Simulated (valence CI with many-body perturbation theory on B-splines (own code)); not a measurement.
**Tb15+ in brief**

Method: configuration interaction combined with many-body perturbation theory (CI+MBPT): four valence electrons over a frozen Dirac-Fock core [Kr] 4d10, radial functions for each j: 8 s, 8 p, 9 d, 9 f, 6 g, 3 h, 2 i, with the one-electron correlation potential Σ1, the two-electron term Σ2, the three-electron term Σ3, Breit, model QED; selected CI, second order for the rest, scaled by the run's own slope (own B-spline code, finite nucleus).

No measured levels were compared; by estimate terms of the open shell hold to a few per cent of their energy, and close levels can change places; configurations with another count of f electrons can be misplaced by thousands of cm⁻¹. Core correlation moves these levels by up to 49000 cm⁻¹, and in measured spectra 5 to 20 % of such shifts remained as error; rates that hang on mixing are uncertain with them.

Rates and lifetimes use the calculated energies. Strong lines usually hold to 10 to 20 %, long lifetimes can be off by a factor of two.

**Question.** What is the ground level?

**Answer.** 4f4 5I_4, composition 95 % 4f4 5I + 5 % 4f4 3H, g = 0.609.

**Question.** What is the ionisation energy?

**Answer.** 318.66 eV; NIST lists 325 ± 16 eV (theoretical).

**Question.** How well does LS coupling describe the low levels?

**Answer.** Among the lowest 20 levels the leading LS term, summed over configurations, holds 80 % on average. For single configurations the figures are 79 % in LS and 55 % in jj coupling. Terms mix most in the J = 4 level at 31644 cm⁻¹, where the leading one holds 40 %.

**Question.** Where does the other parity begin?

**Answer.** At 4f3 5s 5I°_4, 37958 cm⁻¹.

**Question.** How is the term 5I of the ground level split?

**Answer.** J = 4 at 0.0, J = 5 at 3744, J = 6 at 7616, J = 7 at 11483, J = 8 at 15283 cm⁻¹.

**Question.** Name the longest-lived excited levels whose lifetime is computed, and their main decay.

**Answer.** 4f4 5F_2 at 23676 cm⁻¹ lives 64.8 s, mostly by M1 to 4f4 5F_1. The lifetime of 4f4 5F_1 is too uncertain to give, and may be longer.
